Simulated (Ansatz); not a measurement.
Isolated molecules relaxed with PBE0-D4/def2-TZVP in Ansatz; ΔE leaves out vibrations. CCSD(T)/CBS is the MP2 limit (def2-TZVPP, def2-QZVPP) plus CCSD(T) − MP2 in def2-TZVPP, frozen cores. This one scheme is used for every species. def2 core potentials past Kr. For Sn outer-core shells are correlated without core-valence functions, which leaves a few kJ/mol of doubt a bond. One conformer a species, not always the lowest.

Consider the formal exchange of groups at the Sn–F bond: `[F][SnH2][SH]` + `CF` → `F[CH2][SnH2][SH]` + H–F.

| level | ΔE (kJ/mol) |
| --- | --- |
| HF/def2-SVP | 117.3 |
| MP2/def2-TZVPP | 85.6 |

(1) What does CCSD(T)/CBS give? (Estimate.)

Largest T1 diagnostic among the species: 0.013.

Results:

(1) Ansatz gave: +90.6 kJ/mol. The listed levels differ from it by 26.7, -5.0 kJ/mol.

The D4 term adds −7.4 kJ/mol with B3LYP and −4.2 kJ/mol with PBE0; it sums over pairs of atoms, weighted by their polarisabilities, and B3LYP, whose exchange is more repulsive, gets the larger term. From r2SCAN to r2SCAN0 (25 % exact exchange), in def2-TZVPP and without D4, ΔE moves by −3.9 kJ/mol. At CCSD(T), def2-SVP lies +12.9 kJ/mol from the extrapolated value and def2-TZVPP −3.1 kJ/mol.

B3LYP here is the variant with VWN-RPA as its local correlation; programs differ in this.
